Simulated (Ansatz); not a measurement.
Reaction (redistribution): `CO[SiH](F)[O][GeH3]` + `[CH3][SnH]([OH])[F]` → `F[SiH](F)[O][GeH3]` + `C[O][SnH]([CH3])[OH]`

Program: Ansatz. Geometries: PBE0-D4/def2-TZVP. ΔE: electronic, gas phase. CCSD(T)/CBS adds triple-zeta CCSD(T) − MP2 to the extrapolated MP2 energy (def2 sets, frozen cores). Functionals use def2-TZVPP. B3LYP here is the variant with VWN-RPA as its local correlation; programs differ in this. def2 core potentials past Kr. For Ge, Sn outer-core shells are correlated without core-valence functions, which leaves a few kJ/mol of doubt a bond. Scalar relativity is left out up to krypton. Each species was taken in one conformer, which may not be the lowest.

`CO[SiH](F)[O][GeH3]`:

```xyz
13

C     1.189    1.155    1.625
O     0.387    0.677    0.567
Si    0.901   -0.269   -0.653
F     1.638   -1.538   -0.028
O    -0.382   -0.719   -1.506
Ge   -2.120   -0.863   -1.120
H     1.615    0.329    2.203
H     2.004    1.785    1.255
H     0.560    1.756    2.284
H     1.892    0.401   -1.512
H    -2.266   -1.570    0.235
H    -2.713    0.552   -1.085
H    -2.706   -1.697   -2.263
```

`[CH3][SnH]([OH])[F]`:

```xyz
9

C     1.202   -0.146   -0.671
Sn   -0.522   -0.367    0.543
O    -2.056    0.611   -0.171
F    -0.078    0.551    2.179
H     2.036   -0.692   -0.229
H     1.003   -0.529   -1.672
H     1.455    0.912   -0.729
H    -1.117   -1.899    0.969
H    -1.921    1.560   -0.220
```

`F[SiH](F)[O][GeH3]`:

Cartesian coordinates in Å:
```
F 1.313 1.358 1.432
Si 0.695 -0.103 1.384
F 1.878 -1.052 0.916
O -0.528 -0.170 0.359
Ge -0.841 0.071 -1.385
H 0.271 -0.490 2.733
H -2.177 0.817 -1.456
H 0.313 0.894 -1.972
H -0.925 -1.325 -2.011
```

`C[O][SnH]([CH3])[OH]`:

Z-matrix (Å, degrees):
```
C
O 1 1.402
H 1 1.100 2 113.3
H 1 1.095 2 108.9 3 -119.5
H 1 1.098 2 111.7 3 121.6
Sn 2 1.966 1 121.9 3 -31.7
O 6 1.962 2 104.4 1 126.1
C 6 2.116 2 110.4 1 -121.8
H 6 1.715 2 105.8 1 9.4
H 7 0.960 6 112.7 2 -35.9
H 8 1.089 6 110.8 2 80.7
H 8 1.090 6 108.2 2 -39.3
H 8 1.090 6 109.3 2 -158.3
```

```
             level  ΔE (kJ/mol)  difference from CCSD(T)/CBS
            PBE-D4          6.4                          5.6
         r2SCAN-D4          6.8                          6.0
           PBE0-D4          6.1                          5.3
          B3LYP-D4          7.1                          6.3
           ωB97X-V          8.0                          7.2
            B2PLYP          3.5                          2.7
               PBE          5.9                          5.1
            r2SCAN          6.6                          5.8
              PBE0          5.7                          4.9
             B3LYP          6.4                          5.6
SCS-MP2/def2-TZVPP         -0.8                         -1.6
     HF/def2-QZVPP          7.6                          6.8
SCS-MP2/def2-QZVPP          0.1                         -0.7
      HF/CBS(def2)          7.7                          6.9
     MP2/CBS(def2)         -1.2                         -2.0
    CCSD/CBS(def2)          1.6                          0.8
       CCSD(T)/CBS          0.8                            0
```

Largest T1 diagnostic among the species: 0.013.

In def2-TZVPP, CCSD(T) changes the Hartree–Fock value by −7.7 kJ/mol (the triples alone add −0.8 kJ/mol) and MP2 by −9.8 kJ/mol.
